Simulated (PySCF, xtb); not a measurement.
C3H2O, SMILES c1c(c1)=O.

Harmonic wavenumbers (cm⁻¹) from GFN2-xTB (xtb) at its own minimum, in rising order: 476, 499, 721, 766, 810, 876, 1013, 1046, 1593, 2077, 3161, 3177.

**Question.** What does B3LYP-D3(BJ)/def2-SVP (PySCF) give at its own minimum? (Estimate from the structure and the level; the computed values follow.)

**Answer.** 477, 526, 773, 835, 852, 992, 1047, 1152, 1584, 1986, 3191, 3224. Paired by order, the mean absolute difference is 52 cm⁻¹ and the zero-point energies are 23.2 and 23.8 kcal/mol.
